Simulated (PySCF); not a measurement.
## NMR data sheet: C₅H₁₀OSi

- Formula: C5H10OSi
- SMILES: C[C@H]1C=CO[SiH2]C1
- Point group of the computed structure: C1
- Degrees of unsaturation: 2
- Carbon signals: 5
- Proton signals: 8

Molfile (atoms numbered from 1):
```
C5H10OSi
     RDKit          3D

 17 17  0  0  0  0  0  0  0  0999 V2000
    1.9443    0.5501   -0.7269 C   0  0  0  0  0  0  0  0  0  0  0  0
    0.7362    0.1682    0.1276 C   0  0  1  0  0  0  0  0  0  0  0  0
   -0.2286    1.3193    0.2150 C   0  0  0  0  0  0  0  0  0  0  0  0
   -1.5056    1.2115    0.5465 C   0  0  0  0  0  0  0  0  0  0  0  0
   -2.1495    0.0556    0.8370 O   0  0  0  0  0  0  0  0  0  0  0  0
   -1.5158   -1.4332    0.5877 Si  0  0  0  0  0  4  0  0  0  0  0  0
    0.0590   -1.0966   -0.4185 C   0  0  0  0  0  0  0  0  0  0  0  0
    1.6271    0.7917   -1.7397 H   0  0  0  0  0  0  0  0  0  0  0  0
    2.4542    1.4158   -0.3086 H   0  0  0  0  0  0  0  0  0  0  0  0
    2.6513   -0.2756   -0.7760 H   0  0  0  0  0  0  0  0  0  0  0  0
    1.0936   -0.0491    1.1446 H   0  0  0  0  0  0  0  0  0  0  0  0
    0.1669    2.3026    0.0146 H   0  0  0  0  0  0  0  0  0  0  0  0
   -2.1628    2.0695    0.6107 H   0  0  0  0  0  0  0  0  0  0  0  0
   -2.5441   -2.1514   -0.1559 H   0  0  0  0  0  0  0  0  0  0  0  0
   -1.2067   -2.0146    1.8944 H   0  0  0  0  0  0  0  0  0  0  0  0
    0.7687   -1.9225   -0.3947 H   0  0  0  0  0  0  0  0  0  0  0  0
   -0.1953   -0.9295   -1.4676 H   0  0  0  0  0  0  0  0  0  0  0  0
  1  2  1  0
  2  3  1  0
  3  4  2  0
  4  5  1  0
  5  6  1  0
  6  7  1  0
  7  2  1  0
  1  8  1  0
  1  9  1  0
  1 10  1  0
  2 11  1  1
  3 12  1  0
  4 13  1  0
  6 14  1  0
  6 15  1  0
  7 16  1  0
  7 17  1  0
M  END
```

PySCF 2.14.0 with density-fitted response routines calculation with geometry: GFN2-xTB and σ from GIAO-PBE0/pcSseg-1; relativity neglected, no solvent model, one averaged value for each set of equivalent atoms, single conformer.

δ = σ(ref) − σ, references computed at the same level: 1H, 13C, 29Si against TMS; 17O against H2O.

| carbon | δC, type | δH (multiplicity) | HMBC from (2–3 bonds) | span of the C tensor (ppm) |
| --- | --- | --- | --- | --- |
| C1 | 28.4, CH3 | 1.18 (d) | H12, H11, H17, H16 | 48 |
| C2 | 27.8, CH | 2.48 (m) | H13, H15, H14, H12, H8/H9/H10, H17, H16 | 17 |
| C3 | 115.3, CH | 4.62 (m) | H13, H11, H8/H9/H10, H17, H16 | 172 |
| C4 | 149.4, CH | 6.50 (d) | H15, H14, H12, H11 | 173 |
| C7 | 17.9, CH2 | H16 0.63 (m); H17 0.73 (m) | H15, H14, H12, H11, H8/H9/H10 | 30 |

Other nuclei:
| atoms | nucleus | environment | δ (ppm) | σ (ppm) |
| --- | --- | --- | --- | --- |
| H15 | 1H | hydrogen on a silicon bonded to C, O, in a 6-membered ring | 5.19 | 26.53 |
| H14 | 1H | hydrogen on a silicon bonded to C, O, in a 6-membered ring | 5.14 | 26.57 |
| Si6 | 29Si | silicon bonded to C, O, 2 H, in a 6-membered ring | -19.1 | 368.2 |
| O5 | 17O | oxygen bonded to C, Si, in a 6-membered ring | 92.7 | 243.4 |

Carbon types of the structure: 3 × CH, 1 × CH2, 1 × CH3, leaving 2 H on heteroatoms. δC 149.4: alkene carbon bearing oxygen; an sp2 carbon further deshielded by the attached heteroatom. δC 115.3: β carbon of an enol-ether or enamine type C=C. δH 4.62: hydrogen on a β carbon of an enol-ether or enamine type C=C; lone-pair donation from O or N shields it, upfield of ordinary alkene protons. δH 2.48: hydrogen on an allylic sp3 CH; allylic position. δH 0.73, 0.63: hydrogen on an sp3 CH2 bonded to Si; an electropositive neighbour shields it, as in TMS itself.

Shifts are as computed. Against solution values, carbons near 30 ppm lie about +3 ppm off and those near 130 ppm about +5 ppm. Of 1309 compounds with measured shifts, 239 miss one by over three times the rms of a fit or turn the order of signals round; such compounds aren't used in these exercises. Experimental scales use liquid or dissolved standards, which lie at an offset from isolated H2O (liquid H2O: subtract about 36 ppm). Multiplicities follow the n + 1 count of equivalent neighbours, as no J values were calculated; m marks all less simple cases, F and P coupling included.
